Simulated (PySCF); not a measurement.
# Gd⁵⁰⁺: ionisation energy

Gd⁵⁰⁺ [Ne] 3s2 3p2 [3p1/2^2, M_J = 0] → Gd⁵¹⁺ [Ne] 3s2 3p1 [3p1/2^1, M_J = 1/2], as a difference of total energies. All numbers are calculated (PySCF 2.14, the two-component X2C-1e Hamiltonian, in an uncontracted even-tempered set (18 s from 13 bohr⁻², ratio 2.4; 14 p from 17 bohr⁻², ratio 2.4; 4 d from 59 bohr⁻², ratio 2.6; 4 f from 88 bohr⁻², ratio 2.6)). Correlated levels: 1s2 frozen; the 54 highest virtual spinors dropped. "Screened" scales the spin-orbit matrix elements by Boettger's factors to mimic the two-electron term; Breit and QED terms are absent.

```csv
method,ionisation energy (eV)
GHF (spin-free),4465.7
GMP2 (spin-free),4466.4
GHF (screened spin-orbit),4581.3
GMP2 (screened spin-orbit),4583.2
```

Breit and QED terms and the two-electron picture change are absent.

The spin-free rows relax to the high-spin LS determinant and lack the spin-orbit shift.

The labels give the starting determinants; with spin-orbit coupling the two ends relaxed to ⟨J²⟩ = 0.00, ⟨L²⟩ = 1.34, ⟨S²⟩ = 1.34 and ⟨J²⟩ = 0.75, ⟨L²⟩ = 2.02, ⟨S²⟩ = 0.76.

For comparison: 4578 ± 4 eV (theoretical estimate listed by NIST; NIST Atomic Spectra Database, ionization energies).
